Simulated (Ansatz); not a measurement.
C$_{2}$H$_{3}$F$_{2}$GaSi, SMILES `C#C[Si](F)(F)[GaH2]`, one more setting.

```yaml
crystal:
  periodic: [false, false, false]
  atoms:
    - {symbol: C, position_ang: [1.331339, -2.155195, -0.327364]}
    - {symbol: C, position_ang: [0.942474, -1.032311, -0.539033]}
    - {symbol: Si, position_ang: [0.221224, 0.633056, -0.672694]}
    - {symbol: F, position_ang: [-0.433602, 0.764466, -2.119253]}
    - {symbol: F, position_ang: [1.417857, 1.684769, -0.643572]}
    - {symbol: Ga, position_ang: [-1.380701, 1.018349, 1.097827]}
    - {symbol: H, position_ang: [1.687092, -3.146129, -0.156685]}
    - {symbol: H, position_ang: [-2.885705, 0.633290, 0.888932]}
    - {symbol: H, position_ang: [-0.899979, 1.599716, 2.471852]}
basis:
  gaussian: {orbitals: def2-mTZVP, fitting: {mean_field: def2-universal-jkfit}, point_charges: [{charge: 1.00, position_ang: [6.373, -0.521, -0.670]}]}
total_charge: 1
magnetization: {spin_polarized: true, initial_magnetization: 1}
hamiltonian: {xc: {name: B2PLYP}, pseudopotentials: {relativity: none}}
output: {forces: true}
```

```sh
$ ansatz run in.yaml --threads 4 --pin off --events-out ev --progress --plain --max-ram 10444MiB
```

Output, abridged:

```
Functional definition: B2PLYP
752 factors; integrals over basis functions are off by at most 1.6e0 eV
mean field evaluation 1: about -67761.9189 eV, gradient 6.0e1 eV
mean field evaluation 2: about -67761.9185 eV, gradient 6.0e1 eV
mean field evaluation 4: about -67773.5068 eV, gradient 1.8e1 eV
mean field evaluation 8: about -67775.8856 eV, gradient 7.1e-1 eV
mean field evaluation 16: about -67776.7635 eV, gradient 6.7e-1 eV
mean field evaluation 32: about -67776.7780 eV, gradient 1.0e-1 eV
mean field -67776.77937165 eV, -2490.7507011572 hartree, gradient 2.4e-6 eV, S^2 0.768042; 8 other end points of the search recorded, 0 dependent functions left out
18 core orbitals not correlated: weight in the atoms' cores, before any rotation towards them, 1.000 or more for the frozen orbitals, at most 0.000 for the correlated occupied ones
reference -67776.77955576 eV, -2490.7507079228 hartree; 21, 20 occupied and 104, 105 virtual orbitals, 752 factors
second order -30.46356505 eV of doubles, -0.00000000 eV of singles
Total energy: -67785.00471832 eV, -2491.0529770718 hartree
Atom 0 at     1.331339    -2.155195    -0.327364 Å, force     0.204340    -0.872214     0.293087 eV/Å
Atom 1 at     0.942474    -1.032311    -0.539033 Å, force    -0.965826     1.484889     0.481034 eV/Å
Atom 2 at     0.221224     0.633056    -0.672694 Å, force     2.561567    -0.913549    -3.397490 eV/Å
Atom 3 at    -0.433602     0.764466    -2.119253 Å, force    -0.345146     0.159590     1.028537 eV/Å
Atom 4 at     1.417857     1.684769    -0.643572 Å, force    -0.639890    -0.015183     0.612917 eV/Å
Atom 5 at    -1.380701     1.018349     1.097827 Å, force    -1.952454     0.419419     2.145133 eV/Å
Atom 6 at     1.687092    -3.146129    -0.156685 Å, force     0.006504    -0.107664    -0.101105 eV/Å
Atom 7 at    -2.885705     0.633290     0.888932 Å, force     0.150818    -0.232279    -0.745555 eV/Å
Atom 8 at    -0.899979     1.599716     2.471852 Å, force     0.738958     0.050331    -0.276611 eV/Å
Dipole moment:    -0.510860    -0.476207     0.755725 e Å
```

It took 16 s on 4 threads of an Intel Xeon Platinum 8488C on a shared host, with 0.66 GiB of host memory at the peak.
